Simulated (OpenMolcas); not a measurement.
## Al+: effect of the active space

| Item | Value |
| --- | --- |
| Program | OpenMolcas |
| Method | SS-CASPT2 or its RAS form, IPEA 0.25 Eh, imaginary shift 0.1 Eh |
| Basis | ANO-RCC-VQZP |
| Scalar Hamiltonian | DKH2, point nucleus |
| Spin-orbit coupling | RASSI with atomic mean-field integrals over the reference wave functions, term energies averaged over their components |

A. 2 electrons in 4 orbitals (3s 3p); 2S+1 = 3 even, 3 roots; 2S+1 = 1 even, 7 roots; 2S+1 = 3 odd, 3 roots; 2S+1 = 1 odd, 3 roots; closed shells correlated: 2s 2p; CASPT2 step of the order of 1.7 core-seconds
B. 2 electrons in 8 orbitals (3s 3p 4s 4p); 2S+1 = 3 even, 3 roots; 2S+1 = 1 even, 7 roots; 2S+1 = 3 odd, 3 roots; 2S+1 = 1 odd, 3 roots; closed shells correlated: 2s 2p; CASPT2 step roughly 4 core-seconds
C. 2 electrons in 9 orbitals (RAS2 3s 3p; RAS3 3d, at most 2 electrons); 2S+1 = 3 even, 3 roots; 2S+1 = 1 even, 7 roots; 2S+1 = 3 odd, 3 roots; 2S+1 = 1 odd, 3 roots; closed shells correlated: 2s 2p; CASPT2 step roughly 5 core-seconds

Energies in cm⁻¹ above 3s² ¹S₀, the measured ground level; measured values from NIST Handbook of Basic Atomic Spectroscopic Data.

```json
{"Level": "3s² ¹S₀", "A": "0.0", "B": "0.0", "C": "0.0", "Measured": "0.0"}
{"Level": "3s 3p ³P°₀", "A": "36977", "B": "37133", "C": "36965", "Measured": "37393"}
{"Level": "3s 3p ³P°₁", "A": "37028", "B": "37184", "C": "37016", "Measured": "37454"}
{"Level": "3s 3p ³P°₂", "A": "37130", "B": "37286", "C": "37118", "Measured": "37578"}
{"Level": "3s 3p ¹P°₁", "A": "61347", "B": "60947", "C": "59718", "Measured": "59852"}
```

Deviations, from unrounded energies. A percentage is the sum of absolute deviations over the sum of measured energies, with the sign that they share, or ± where signs differ.

```
           Against measurement  Levels     A     B     C
mean absolute deviation (cm-1)       4   700   480   360
      other configurations (%)       4  ±1.6  ±1.1  -0.8
```

C lies closest to measurement on these levels and A furthest from it. The largest miss of C in the table is 3s 3p ³P°₂, by -460 cm-1. The ranking rests on the paired levels alone, and a cruder setting can come out closer through cancelling errors.

Among A to C the level of the table that moves most is 3s 3p ¹P°₁, by 1600 cm-1 (lowest in C, highest in A).

Over all roots computed the reference weight is 0.91 to 0.98 in A, 0.89 to 0.99 in B; the roots of lowest weight are the least certain, and an intruder state may touch them. The run also gave levels led by 3s 4s, which use shells meant for correlation; these and all levels above them are left out (holds for B). Active for correlation alone: 3d; no level in the range computed is led by a configuration that fills it, so any true level of that kind is missing (holds for C). Computed and measured levels are paired by configuration, term and J; levels that our copy of the source lacks, or whose pairing is in doubt (as where it misses far off the trend of its configuration), stay unpaired and out of the deviations. Only configurations of the active space appear. Levels that lie high or do not pair safely by name in every column are left out.

° marks odd parity.
